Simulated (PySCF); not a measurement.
Compound: SnHMe2(NHMe), C3H11NSn.
Bonds: Sn1–C3, Sn1–C7, Sn1–N11, N11–C12. Hydrogens: H2 on Sn1; H4, H5, H6 on C3; H8, H9, H10 on C7; H13 on N11; H14, H15, H16 on C12.

Method: PBE0-D3(BJ)/def2-SVP geometry optimisation, gas phase, def2 core potentials past Kr (PySCF); density fitting, grid level 1; the optimiser is geomeTRIC in internal coordinates, started from a GFN2-xTB structure with every atom displaced at random (about 0.03 Å).

Step 1: E = -10602.4708 eV
```
atom  x, y, z in Å  |  force x, y, z in eV/Å
Sn1     0.0916    0.5621    0.4512   -0.043  -0.344   0.323
H2      0.1007    0.6107    2.1890    0.139  -0.050  -0.226
C3      2.0798    0.3964   -0.3815    0.344  -0.314   0.129
H4      2.7226    1.2384   -0.0959   -0.127   0.261   0.082
H5      2.0809    0.3392   -1.4796   -0.169  -0.028  -0.002
H6      2.5917   -0.4995    0.0104   -0.169  -0.034  -0.087
C7     -0.9219    2.2581   -0.3035   -0.110   0.347  -0.168
H8     -0.4455    3.1807    0.0598   -0.008   0.001  -0.060
H9     -1.9586    2.2361    0.0559   -0.073   0.017  -0.039
H10    -0.9147    2.2584   -1.4042   -0.029   0.050   0.048
N11    -1.1787   -1.0134    0.0328    0.400  -0.359   0.165
C12    -0.7618   -2.3718    0.3703   -0.286   0.504   0.042
H13    -1.5322   -0.9776   -0.9169   -0.078   0.053  -0.171
H14     0.0554   -2.7846   -0.2498    0.115  -0.070  -0.003
H15    -0.4351   -2.3871    1.4225    0.094  -0.102   0.005
H16    -1.6088   -3.0803    0.3060   -0.002   0.068  -0.039
```

Step 2: E = -10602.5080 eV
```
atom  x, y, z in Å  |  force x, y, z in eV/Å
Sn1     0.0896    0.5554    0.4614   -0.261   0.259  -0.001
H2      0.1390    0.5842    2.1831    0.067  -0.001  -0.020
C3      2.0689    0.3659   -0.3668    0.162  -0.175  -0.019
H4      2.6890    1.2238   -0.0775    0.000   0.125   0.036
H5      2.0381    0.3159   -1.4654   -0.059  -0.001   0.022
H6      2.5646   -0.5425    0.0114   -0.080   0.019  -0.032
C7     -0.9369    2.2970   -0.3135    0.155  -0.145  -0.027
H8     -0.4545    3.2185    0.0419    0.027  -0.003  -0.002
H9     -1.9753    2.2858    0.0406   -0.067  -0.015   0.011
H10    -0.9332    2.2996   -1.4155    0.012  -0.020   0.088
N11    -1.1541   -1.0203    0.0339    0.187  -0.227   0.039
C12    -0.7421   -2.3703    0.3719   -0.084   0.161   0.034
H13    -1.5053   -0.9786   -0.9175   -0.079   0.016  -0.098
H14     0.0862   -2.7889   -0.2406   -0.023   0.005   0.049
H15    -0.4164   -2.4054    1.4274    0.008  -0.024  -0.069
H16    -1.5919   -3.0740    0.2915    0.034   0.028  -0.011
```

Step 3: E = -10602.5159 eV
```
atom  x, y, z in Å  |  force x, y, z in eV/Å
Sn1     0.0816    0.5629    0.4648   -0.093   0.040   0.019
H2      0.1563    0.5860    2.1806    0.025   0.001   0.054
C3      2.0601    0.3632   -0.3633    0.067   0.036  -0.015
H4      2.6711    1.2327   -0.0728   -0.012  -0.058  -0.022
H5      2.0093    0.3161   -1.4609    0.003   0.008   0.005
H6      2.5453   -0.5507    0.0086   -0.001   0.011   0.004
C7     -0.9302    2.2907   -0.3105   -0.006  -0.001  -0.016
H8     -0.4420    3.2112    0.0399   -0.002   0.003   0.000
H9     -1.9724    2.2843    0.0396    0.010   0.013  -0.011
H10    -0.9226    2.2861   -1.4105    0.005  -0.008   0.020
N11    -1.1452   -1.0208    0.0265    0.055  -0.019  -0.112
C12    -0.7379   -2.3631    0.3717   -0.017  -0.016   0.005
H13    -1.4996   -0.9777   -0.9276   -0.011  -0.007   0.070
H14     0.0968   -2.7863   -0.2292   -0.022   0.008   0.018
H15    -0.4181   -2.4036    1.4278   -0.014   0.012  -0.022
H16    -1.5868   -3.0650    0.2819    0.014  -0.022   0.003
```

Q: Estimate the geometry and energy of step 4. (The exact step hangs on the optimiser's Hessian estimate; all steps are aligned on step 3, rigid shifts and turns removed.)

A: E = -10602.5174 eV, largest force 0.083 eV/Å
```
atom  x, y, z in Å  |  force x, y, z in eV/Å
Sn1     0.0781    0.5656    0.4681   -0.033  -0.028   0.021
H2      0.1630    0.5849    2.1875    0.005  -0.001  -0.003
C3      2.0605    0.3651   -0.3643   -0.040   0.025  -0.010
H4      2.6724    1.2320   -0.0745    0.020  -0.014  -0.003
H5      2.0051    0.3206   -1.4615    0.006   0.004  -0.003
H6      2.5431   -0.5507    0.0047    0.008  -0.005   0.010
C7     -0.9307    2.2937   -0.3095   -0.012   0.003   0.008
H8     -0.4412    3.2142    0.0392    0.000  -0.001   0.002
H9     -1.9741    2.2916    0.0365    0.009   0.009  -0.005
H10    -0.9196    2.2856   -1.4087    0.006  -0.008  -0.009
N11    -1.1412   -1.0245    0.0209    0.060   0.033  -0.047
C12    -0.7392   -2.3660    0.3715    0.007  -0.018   0.012
H13    -1.4988   -0.9814   -0.9306   -0.018  -0.001   0.023
H14     0.0993   -2.7918   -0.2212   -0.005   0.004  -0.001
H15    -0.4254   -2.4026    1.4287   -0.009   0.003   0.006
H16    -1.5856   -3.0703    0.2793   -0.004  -0.006   0.000
```

The energy changes by -0.0015 eV. The first-order estimate −F·Δx gives -0.0024 eV and the mean of the old and new forces, exact on a quadratic surface, -0.0015 eV. The step makes an angle of 63° with the force vector and moves no atom by more than 0.010 Å.

What follows is the cost of the whole optimisation. Hardware: one thread of an AMD EPYC 9R14, shared host with 96 logical CPUs at a one-minute load of 9.6. Cost: 45 s, 0.52 GiB resident at most.
